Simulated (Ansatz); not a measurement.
A nudged elastic band was laid between two geometries of BrH + Cl3H2HfN (9 atoms, charge 0, multiplicity 1).

Theory: RKS PBE/def2-SVP in Ansatz.

- movable images: 5
- climbing image: yes
- spring: 50.0 eV/Å²
- optimiser: quadratic models (default)
- start path: through a guess of the saddle point
- force threshold: 0.03 eV/Å
- iteration limit: 60
- end points: relaxed

First end point:

```xyz
9
Properties=species:S:1:pos:R:3
Hf -0.088 0.179 -0.014
N 0.073 -0.090 2.008
H -0.704 -0.415 2.600
H 0.718 0.452 2.602
Cl 2.093 0.426 -0.846
Cl -1.273 2.178 -0.367
Cl -1.351 -1.620 -0.839
Br 1.816 -2.956 2.177
H 1.048 -1.693 2.135
```

Last end point:

```xyz
9
Properties=species:S:1:pos:R:3
Hf 0.673 -0.273 0.064
N -0.300 -0.531 2.290
H -1.302 -0.287 2.311
H 0.160 0.068 2.992
Cl 1.602 -0.019 -2.092
Cl 0.167 2.004 0.509
Cl -1.125 -1.723 -0.486
Br 2.685 -1.280 1.228
H -0.227 -1.497 2.641
```

Q: Which bonds break or form, and what moves?

A: Bonds broken: Br8–H9. Bonds formed: Hf1–Br8, N2–H9. BrH + Cl3H2HfN becomes BrCl3H3HfN.

Q: Give the energies along the band, and the barrier.

A: It converged. The highest image is number 1 of 0 to 6, 0.3 kcal/mol above the first end and 39.4 kcal/mol above the last; the last end lies 39.1 kcal/mol below the first. Another band between the same ends (5 images) ends at a top of the same energy, where a vibrational analysis finds 1 clearly imaginary mode. The orbitals stay closed-shell, which can raise the energy where a bond breaks towards radicals; this wasn't checked here.

```
image  path coordinate (Å)  energy (kcal/mol)  Br8–H9 (Å)  Hf1–Br8 (Å)  N2–H9 (Å)
    0                 0.00                0.0        1.48         4.27       1.88
    1                 0.68                0.3        1.51         3.68       1.74
    2                 1.65              -19.5        2.02         2.91       1.10
    3                 2.61              -33.8        2.65         2.59       1.03
    4                 3.58              -34.6        2.77         2.58       1.03
    5                 4.55              -37.0        2.94         2.56       1.03
    6                 5.52              -39.1        3.24         2.53       1.03
```

Q: What is the geometry of the highest image?

A: 
```xyz
9
Properties=species:S:1:pos:R:3
Hf 0.006 0.030 0.072
N 0.068 -0.077 2.135
H -0.752 -0.329 2.705
H 0.674 0.529 2.707
Cl 2.167 0.392 -0.777
Cl -1.177 2.001 -0.396
Cl -1.329 -1.706 -0.779
Br 1.710 -2.809 1.676
H 0.966 -1.570 2.115
```

Run time: 3.6 min on 4 threads of Arm Neoverse V2 (shared host), peak memory 0.27 GiB.
